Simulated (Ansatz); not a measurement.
## Two structures, one formula

The two ends of one reaction step of GeH$_{5}$O$_{2}$F, closed shell (PBE0-D4/def2-TZVP).

A:

Ge1  (-1.040, -1.040, 0.084)
F2  (0.697, -1.218, 0.330)
H3  (-1.590, -2.443, 0.376)
H4  (-1.516, 0.005, 1.091)
H5  (-1.226, -0.639, -1.380)
H6  (1.601, 0.402, 0.519)
O7  (1.661, 1.371, 0.465)
O8  (0.507, 1.655, -0.322)
H9  (0.906, 1.907, -1.163)
(Å)

B:

```
9
angstrom
Ge -1.1966 -0.3060 -0.1061
F 1.9494 -0.9043 1.6405
H -0.9083 -1.5877 -0.8887
H -1.6590 -0.5483 1.3318
H -2.0891 0.6698 -0.8798
H 1.4749 -0.3231 1.0692
O 0.3992 0.5510 0.1515
O 0.9436 0.7466 -1.1620
H 1.0860 1.7018 -1.1566
```

Program: Ansatz 0.2.0. Basis: def2-TZVPP. Cores are frozen in the correlated methods. Filled d shells of the heavier atoms are correlated. The def2 sets are not built for correlating such inner shells, so the correlated values are less sure here. B3LYP uses VWN-RPA correlation.

Problem. Which structure is lower at CCSD(T), and by how much? (Judge from chemistry; the value comes from the calculation.)

Solution. The calculation gives: A, by 22.1 kJ/mol (electronic energy, against the other). By their contacts, A is a complex of GeH₃F ([F][GeH3]) + H₂O₂ ([OH][OH]) and B is a complex of GeH₄O₂ ([OH][O][GeH3]) + HF.

All methods give the same order:

| method | E(B) − E(A) (kJ/mol) |
| --- | --- |
| SPW92 | 14.0 |
| PBE-D4 | 19.9 |
| BLYP-D4 | 21.8 |
| r2SCAN-D4 | 24.8 |
| B97M-V | 31.5 |
| PBE0-D4 | 23.3 |
| B3LYP-D4 | 24.8 |
| r2SCAN0-D4 | 26.3 |
| BHLYP-D4 | 30.0 |
| CAM-B3LYP-D4 | 26.9 |
| wB97X-V | 28.7 |
| wB97M-V | 28.4 |
| B2PLYP | 23.7 |
| PBE-QIDH | 22.6 |
| RPA on PBE | 24.1 |
| HF | 39.4 |
| MP2 | 18.2 |
| CCSD | 24.9 |
| CCSD(T) | 22.1 |

T1 diagnostic: at most 0.012.

Labels in which every atom is bracketed show which atoms are joined, not bond orders.

For scale, one of the runs: CCSD(T)/def2-TZVPP, 211 basis functions (an equivalent command: `ansatz run in.yaml --threads 4`). Hardware: 4 CPU threads, shared host. Wall time 100 s; peak host memory 3.2 GiB.
